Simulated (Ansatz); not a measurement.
Relaxation of `C[Si](C)(C)C#Cc1sc(-c2sc(-c3sc(C#C[Si](C)(C)C)c4c3OCCO4)c3c2OCCO3)c2c1OCCO2` with RKS PBE-D4/def2-SVP.

```sh
$ ansatz run in.yaml --threads 4 --pin off --events-out ev --progress --plain --max-ram 66560MiB --backend cuda --devices 0, --max-vram 37GiB
```

```yaml
crystal:
  periodic: [false, false, false]
  atoms:
    - {symbol: C, position_ang: [8.768510, -3.471460, 0.523010]}
    - {symbol: Si, position_ang: [9.055970, -1.586290, 0.618000]}
    - {symbol: C, position_ang: [9.807310, -1.106410, 2.305160]}
    - {symbol: C, position_ang: [10.156370, -1.026320, -0.835360]}
    - {symbol: C, position_ang: [7.416290, -0.726520, 0.507910]}
    - {symbol: C, position_ang: [6.312880, -0.223610, 0.523890]}
    - {symbol: C, position_ang: [5.021510, 0.298640, 0.543270]}
    - {symbol: S, position_ang: [3.964930, 0.182060, -0.849580]}
    - {symbol: C, position_ang: [2.633660, 0.863860, 0.034710]}
    - {symbol: C, position_ang: [1.334830, 0.957260, -0.528410]}
    - {symbol: S, position_ang: [-0.072690, 1.290840, 0.435760]}
    - {symbol: C, position_ang: [-1.142160, 1.034170, -0.920480]}
    - {symbol: C, position_ang: [-2.565190, 1.050620, -0.781740]}
    - {symbol: S, position_ang: [-3.334570, 0.395030, 0.635170]}
    - {symbol: C, position_ang: [-4.925150, 0.607200, -0.050600]}
    - {symbol: C, position_ang: [-6.072400, 0.128580, 0.577830]}
    - {symbol: C, position_ang: [-7.056870, -0.341580, 1.106850]}
    - {symbol: Si, position_ang: [-8.588560, -1.184180, 1.728840]}
    - {symbol: C, position_ang: [-9.134360, -2.440470, 0.401900]}
    - {symbol: C, position_ang: [-8.205270, -2.092840, 3.360260]}
    - {symbol: C, position_ang: [-9.943830, 0.129950, 1.995730]}
    - {symbol: C, position_ang: [-4.839660, 1.205290, -1.288670]}
    - {symbol: C, position_ang: [-3.507630, 1.446700, -1.705510]}
    - {symbol: O, position_ang: [-3.209040, 2.032850, -2.902130]}
    - {symbol: C, position_ang: [-4.303960, 1.971620, -3.791930]}
    - {symbol: C, position_ang: [-5.587660, 2.422460, -3.090730]}
    - {symbol: O, position_ang: [-5.926090, 1.528980, -2.049000]}
    - {symbol: C, position_ang: [-0.418940, 0.745330, -2.058140]}
    - {symbol: C, position_ang: [0.974950, 0.696860, -1.833130]}
    - {symbol: O, position_ang: [1.876080, 0.355200, -2.803260]}
    - {symbol: C, position_ang: [1.239760, -0.328240, -3.863930]}
    - {symbol: C, position_ang: [-0.019210, 0.421690, -4.305170]}
    - {symbol: O, position_ang: [-0.977940, 0.446280, -3.266600]}
    - {symbol: C, position_ang: [3.009910, 1.177690, 1.324310]}
    - {symbol: C, position_ang: [4.359390, 0.874170, 1.608030]}
    - {symbol: O, position_ang: [4.928210, 1.126860, 2.823480]}
    - {symbol: C, position_ang: [4.137940, 1.997960, 3.608810]}
    - {symbol: C, position_ang: [2.659020, 1.604260, 3.560200]}
    - {symbol: O, position_ang: [2.152620, 1.712420, 2.243880]}
    - {symbol: H, position_ang: [9.688230, -4.027780, 0.683480]}
    - {symbol: H, position_ang: [8.378280, -3.754930, -0.449840]}
    - {symbol: H, position_ang: [8.051720, -3.797110, 1.270680]}
    - {symbol: H, position_ang: [10.102370, -0.061500, 2.308780]}
    - {symbol: H, position_ang: [9.078550, -1.241620, 3.099570]}
    - {symbol: H, position_ang: [10.683710, -1.697840, 2.556920]}
    - {symbol: H, position_ang: [10.305150, 0.049340, -0.826890]}
    - {symbol: H, position_ang: [11.135100, -1.495820, -0.793890]}
    - {symbol: H, position_ang: [9.705370, -1.287700, -1.788430]}
    - {symbol: H, position_ang: [-8.356430, -3.174300, 0.215570]}
    - {symbol: H, position_ang: [-10.029390, -2.973950, 0.708560]}
    - {symbol: H, position_ang: [-9.348050, -1.944690, -0.539570]}
    - {symbol: H, position_ang: [-7.361510, -2.766440, 3.244760]}
    - {symbol: H, position_ang: [-9.056940, -2.683810, 3.686960]}
    - {symbol: H, position_ang: [-7.962020, -1.396420, 4.156960]}
    - {symbol: H, position_ang: [-10.891620, -0.321320, 2.276030]}
    - {symbol: H, position_ang: [-10.108330, 0.703020, 1.088280]}
    - {symbol: H, position_ang: [-9.667550, 0.829530, 2.779120]}
    - {symbol: H, position_ang: [-4.439280, 0.943800, -4.153240]}
    - {symbol: H, position_ang: [-4.058400, 2.627290, -4.626960]}
    - {symbol: H, position_ang: [-6.436560, 2.424170, -3.775070]}
    - {symbol: H, position_ang: [-5.441010, 3.430940, -2.679790]}
    - {symbol: H, position_ang: [1.968850, -0.390060, -4.670770]}
    - {symbol: H, position_ang: [0.958490, -1.338810, -3.537250]}
    - {symbol: H, position_ang: [0.248740, 1.446820, -4.592340]}
    - {symbol: H, position_ang: [-0.496070, -0.075600, -5.150690]}
    - {symbol: H, position_ang: [4.249690, 3.029560, 3.249460]}
    - {symbol: H, position_ang: [4.523130, 1.921900, 4.625710]}
    - {symbol: H, position_ang: [2.544490, 0.572330, 3.920150]}
    - {symbol: H, position_ang: [2.052340, 2.274080, 4.171080]}
basis:
  gaussian: {orbitals: def2-SVP, fitting: {mean_field: def2-universal-jkfit}}
hamiltonian: {xc: pbe, dispersion: d4}
scf: {lower_state_search: "off"}
output: {orbitals: {seedname: orbitals}}
relax: {f_tol: 0.03, max_steps: 70}
```

It took 2 min on 4 threads of AMD EPYC 7R13 on a shared host and a share (37 GiB) of an NVIDIA H100 80GB HBM3, peak host memory 1.2 GiB.

Positions (Å) and forces (eV/Å) at steps 1, 2, 3 of 22:

```xyz
69
step=1 energy=-89950.5346 eV
C     8.769   -3.471    0.523    0.134    0.933    0.050
Si    9.056   -1.586    0.618   -0.019   -0.023    0.027
C     9.807   -1.106    2.305   -0.316   -0.236   -0.828
C    10.156   -1.026   -0.835   -0.520   -0.259    0.749
C     7.416   -0.727    0.508    2.607   -1.199   -0.015
C     6.313   -0.224    0.524   -1.902    0.901   -0.035
C     5.022    0.299    0.543    0.323   -0.241   -0.380
S     3.965    0.182   -0.850    0.257   -0.181   -0.297
C     2.634    0.864    0.035   -0.157   -0.077   -0.396
C     1.335    0.957   -0.528    0.150    0.068    0.391
S    -0.073    1.291    0.436   -0.294    0.164    0.373
C    -1.142    1.034   -0.920   -0.282    0.156    0.355
C    -2.565    1.051   -0.782    0.462   -0.061    0.375
S    -3.335    0.395    0.635    0.172   -0.276    0.304
C    -4.925    0.607   -0.051   -0.180   -0.178    0.547
C    -6.072    0.129    0.578    1.706    0.837   -0.783
C    -7.057   -0.342    1.107   -2.357   -1.143    1.211
Si   -8.589   -1.184    1.729   -0.042    0.004    0.018
C    -9.134   -2.440    0.402    0.264    0.630    0.651
C    -8.205   -2.093    3.360   -0.150    0.473   -0.794
C    -9.944    0.130    1.996    0.647   -0.647   -0.126
C    -4.840    1.205   -1.289   -0.464    0.280   -0.717
C    -3.508    1.447   -1.706   -0.060    0.399   -0.730
O    -3.209    2.033   -2.902    0.264    0.022    0.425
C    -4.304    1.972   -3.792   -0.452    0.236    0.380
C    -5.588    2.422   -3.091    0.466   -0.238   -0.250
O    -5.926    1.529   -2.049    0.060   -0.390    0.502
C    -0.419    0.745   -2.058   -0.139   -0.186   -0.793
C     0.975    0.697   -1.833    0.227   -0.057   -0.548
O     1.876    0.355   -2.803    0.105    0.279    0.438
C     1.240   -0.328   -3.864   -0.461    0.300   -0.189
C    -0.019    0.422   -4.305    0.403   -0.312    0.278
O    -0.978    0.446   -3.267   -0.200   -0.045    0.399
C     3.010    1.178    1.324   -0.156    0.286    0.511
C     4.359    0.874    1.608    0.073    0.326    0.885
O     4.928    1.127    2.823    0.186   -0.401   -0.436
C     4.138    1.998    3.609   -0.559   -0.231   -0.084
C     2.659    1.604    3.560    0.521    0.140   -0.035
O     2.153    1.712    2.244   -0.088    0.031   -0.503
H     9.688   -4.028    0.683    0.720   -0.318    0.116
H     8.378   -3.755   -0.450   -0.299   -0.152   -0.728
H     8.052   -3.797    1.271   -0.528   -0.169    0.569
H    10.102   -0.061    2.309    0.185    0.782   -0.036
H     9.079   -1.242    3.100   -0.561   -0.127    0.508
H    10.684   -1.698    2.557    0.625   -0.468    0.072
H    10.305    0.049   -0.827    0.065    0.783    0.062
H    11.135   -1.496   -0.794    0.706   -0.388    0.086
H     9.705   -1.288   -1.788   -0.381   -0.214   -0.646
H    -8.356   -3.174    0.216    0.612   -0.510   -0.088
H   -10.029   -2.974    0.709   -0.673   -0.361    0.288
H    -9.348   -1.945   -0.540   -0.147    0.424   -0.680
H    -7.362   -2.766    3.245    0.617   -0.479   -0.148
H    -9.057   -2.684    3.687   -0.657   -0.390    0.171
H    -7.962   -1.396    4.157    0.179    0.561    0.540
H   -10.892   -0.321    2.276   -0.657   -0.413    0.209
H   -10.108    0.703    1.088   -0.076    0.390   -0.694
H    -9.668    0.830    2.779    0.271    0.477    0.568
H    -4.439    0.944   -4.153   -0.039   -0.499   -0.270
H    -4.058    2.627   -4.627    0.066    0.332   -0.504
H    -6.437    2.424   -3.775   -0.408    0.079   -0.419
H    -5.441    3.431   -2.680    0.030    0.514    0.114
H     1.969   -0.390   -4.671    0.354   -0.089   -0.499
H     0.958   -1.339   -3.537   -0.088   -0.517    0.073
H     0.249    1.447   -4.592    0.143    0.505   -0.193
H    -0.496   -0.076   -5.151   -0.187   -0.257   -0.489
H     4.250    3.030    3.249    0.066    0.529   -0.122
H     4.523    1.922    4.626    0.162    0.048    0.577
H     2.544    0.572    3.920   -0.076   -0.462    0.216
H     2.052    2.274    4.171   -0.253    0.303    0.414
69
step=2 energy=-89950.9697 eV
C     8.827   -3.461    0.529    0.059    0.300    0.025
Si    9.121   -1.587    0.628   -0.022    0.015    0.005
C     9.883   -1.111    2.299   -0.107   -0.090   -0.237
C    10.216   -1.023   -0.815   -0.182   -0.093    0.239
C     7.485   -0.738    0.522    0.202   -0.064    0.006
C     6.356   -0.232    0.541   -0.057    0.014   -0.031
C     5.054    0.283    0.563    0.219   -0.127   -0.060
S     3.993    0.162   -0.832    0.109   -0.101   -0.236
C     2.645    0.851    0.038   -0.148    0.026   -0.090
C     1.338    0.948   -0.535    0.164    0.028    0.078
S    -0.087    1.306    0.412   -0.135    0.064    0.251
C    -1.157    1.037   -0.948   -0.113    0.047    0.016
C    -2.587    1.054   -0.804    0.157   -0.077    0.035
S    -3.358    0.330    0.589    0.084   -0.014    0.200
C    -4.965    0.608   -0.055   -0.182   -0.220    0.125
C    -6.116    0.130    0.586    0.058    0.003    0.044
C    -7.120   -0.347    1.129   -0.178   -0.062    0.061
Si   -8.644   -1.184    1.752    0.026    0.024   -0.014
C    -9.187   -2.433    0.428    0.081    0.198    0.232
C    -8.238   -2.079    3.374   -0.062    0.154   -0.257
C    -9.993    0.123    2.018    0.206   -0.217   -0.027
C    -4.880    1.210   -1.307   -0.160    0.188   -0.280
C    -3.543    1.470   -1.723   -0.030    0.155   -0.234
O    -3.252    2.085   -2.906    0.159   -0.028    0.198
C    -4.344    2.018   -3.813   -0.282    0.047    0.111
C    -5.640    2.433   -3.117    0.234   -0.006   -0.169
O    -5.966    1.529   -2.067    0.057   -0.135    0.236
C    -0.423    0.733   -2.088   -0.047   -0.081   -0.280
C     0.978    0.692   -1.854    0.081   -0.063   -0.201
O     1.883    0.355   -2.822    0.046    0.091    0.210
C     1.262   -0.334   -3.902   -0.255    0.068   -0.119
C    -0.007    0.396   -4.340    0.246   -0.107    0.039
O    -0.971    0.411   -3.295   -0.116    0.022    0.190
C     3.025    1.175    1.337   -0.041    0.074    0.193
C     4.378    0.862    1.633   -0.011    0.159    0.377
O     4.936    1.102    2.854    0.087   -0.166   -0.225
C     4.143    1.982    3.643   -0.296   -0.036    0.019
C     2.664    1.598    3.583    0.265    0.044    0.053
O     2.167    1.714    2.254   -0.054    0.014   -0.215
H     9.772   -4.015    0.662    0.170   -0.097    0.015
H     8.400   -3.737   -0.450   -0.075   -0.044   -0.158
H     8.121   -3.786    1.312   -0.111   -0.054    0.133
H    10.140   -0.038    2.317    0.034    0.161    0.010
H     9.158   -1.300    3.110   -0.082   -0.032    0.123
H    10.799   -1.692    2.508    0.139   -0.081    0.011
H    10.363    0.069   -0.792    0.028    0.193    0.006
H    11.205   -1.509   -0.772    0.187   -0.095    0.009
H     9.745   -1.284   -1.778   -0.074   -0.041   -0.178
H    -8.391   -3.175    0.249    0.141   -0.137   -0.031
H   -10.097   -2.969    0.745   -0.182   -0.107    0.057
H    -9.398   -1.922   -0.526   -0.041    0.097   -0.173
H    -7.395   -2.777    3.234    0.136   -0.121   -0.027
H    -9.112   -2.658    3.720   -0.156   -0.101    0.075
H    -7.962   -1.363    4.167    0.048    0.123    0.127
H   -10.944   -0.347    2.324   -0.171   -0.086    0.061
H   -10.170    0.688    1.088   -0.036    0.098   -0.161
H    -9.693    0.840    2.801    0.050    0.129    0.133
H    -4.452    0.984   -4.204    0.026   -0.120   -0.087
H    -4.108    2.698   -4.647    0.016    0.097   -0.131
H    -6.490    2.422   -3.819   -0.124    0.007   -0.107
H    -5.519    3.459   -2.710   -0.032    0.136    0.040
H     1.998   -0.377   -4.720    0.110   -0.011   -0.128
H     0.999   -1.367   -3.591    0.016   -0.145    0.020
H     0.250    1.434   -4.637    0.014    0.146   -0.059
H    -0.476   -0.115   -5.197   -0.062   -0.069   -0.129
H     4.266    3.026    3.287    0.042    0.146   -0.034
H     4.520    1.908    4.676    0.060    0.013    0.156
H     2.537    0.557    3.947   -0.045   -0.132    0.052
H     2.058    2.275    4.207   -0.084    0.081    0.107
69
step=3 energy=-89951.0149 eV
C     8.872   -3.442    0.536   -0.002   -0.021   -0.002
Si    9.152   -1.571    0.634    0.000   -0.024    0.011
C     9.931   -1.110    2.296    0.010    0.003    0.071
C    10.243   -1.006   -0.805   -0.019    0.010    0.003
C     7.513   -0.734    0.535   -0.055    0.060    0.018
C     6.375   -0.240    0.555    0.023   -0.047   -0.011
C     5.067    0.261    0.579    0.073    0.019    0.060
S     4.011    0.147   -0.827    0.013   -0.048   -0.080
C     2.649    0.835    0.038   -0.090    0.048    0.036
C     1.340    0.930   -0.540    0.108   -0.038   -0.053
S    -0.098    1.285    0.402   -0.031    0.041    0.076
C    -1.165    1.020   -0.967   -0.033   -0.019   -0.059
C    -2.597    1.039   -0.824    0.013    0.097    0.010
S    -3.373    0.342    0.587    0.025   -0.139   -0.041
C    -4.985    0.570   -0.082   -0.108    0.135    0.013
C    -6.138    0.109    0.571    0.019   -0.040    0.024
C    -7.147   -0.354    1.124    0.035    0.050   -0.058
Si   -8.671   -1.174    1.760   -0.004   -0.022    0.005
C    -9.229   -2.426    0.454   -0.004    0.005    0.013
C    -8.259   -2.060    3.380    0.009    0.003    0.021
C   -10.017    0.127    2.035    0.008    0.014   -0.002
C    -4.899    1.212   -1.323   -0.006   -0.065   -0.033
C    -3.558    1.479   -1.736    0.001   -0.010    0.012
O    -3.268    2.116   -2.907    0.042   -0.039    0.048
C    -4.360    2.058   -3.822   -0.104   -0.019   -0.047
C    -5.664    2.450   -3.131    0.076    0.039   -0.077
O    -5.983    1.536   -2.079    0.016   -0.015    0.067
C    -0.423    0.708   -2.108   -0.002   -0.004    0.001
C     0.981    0.668   -1.865    0.004   -0.004    0.001
O     1.890    0.337   -2.830    0.003   -0.001    0.059
C     1.277   -0.345   -3.928   -0.073   -0.029   -0.064
C     0.004    0.376   -4.362    0.095   -0.002   -0.045
O    -0.966    0.384   -3.315   -0.040    0.022    0.044
C     3.028    1.162    1.344    0.018   -0.015   -0.010
C     4.382    0.846    1.650   -0.022    0.005    0.035
O     4.931    1.078    2.873    0.026   -0.034   -0.062
C     4.134    1.962    3.664   -0.096    0.042    0.044
C     2.656    1.586    3.593    0.072   -0.008    0.063
O     2.168    1.707    2.255   -0.023    0.002   -0.041
H     9.835   -3.991    0.621   -0.067    0.026   -0.010
H     8.399   -3.716   -0.431    0.029   -0.005    0.065
H     8.202   -3.780    1.354    0.048    0.004   -0.057
H    10.128   -0.016    2.345   -0.006   -0.111    0.023
H     9.243   -1.374    3.130    0.114    0.038   -0.095
H    10.893   -1.650    2.448   -0.112    0.080   -0.013
H    10.398    0.092   -0.773    0.010   -0.030   -0.017
H    11.236   -1.502   -0.765   -0.027    0.020   -0.005
H     9.768   -1.258   -1.776    0.030    0.018    0.021
H    -8.435   -3.181    0.276   -0.036    0.016   -0.004
H   -10.150   -2.957    0.779    0.026    0.014   -0.017
H    -9.439   -1.917   -0.509   -0.002   -0.029    0.019
H    -7.438   -2.793    3.227   -0.047    0.034    0.029
H    -9.149   -2.608    3.760    0.062    0.035   -0.011
H    -7.936   -1.337    4.159   -0.015   -0.056   -0.036
H   -10.962   -0.349    2.379    0.045    0.030   -0.014
H   -10.225    0.674    1.092   -0.010   -0.012    0.054
H    -9.699    0.866    2.800   -0.033   -0.021   -0.036
H    -4.450    1.027   -4.243    0.016    0.049    0.016
H    -4.127    2.760   -4.647    0.000   -0.011    0.029
H    -6.513    2.428   -3.842    0.016   -0.012    0.020
H    -5.568    3.483   -2.720   -0.020   -0.038   -0.003
H     2.021   -0.366   -4.749   -0.012    0.013    0.028
H     1.034   -1.394   -3.635    0.025    0.039   -0.006
H     0.250    1.422   -4.662   -0.017   -0.025    0.008
H    -0.462   -0.140   -5.226    0.002    0.009    0.025
H     4.270    3.012    3.313    0.008   -0.030    0.005
H     4.508    1.886    4.704    0.001   -0.007   -0.028
H     2.516    0.541    3.956   -0.007    0.023   -0.016
H     2.047    2.267    4.219    0.002   -0.014   -0.024
```

Single mean-field runs in def2-SVP are fitted with def2-universal-jkfit.
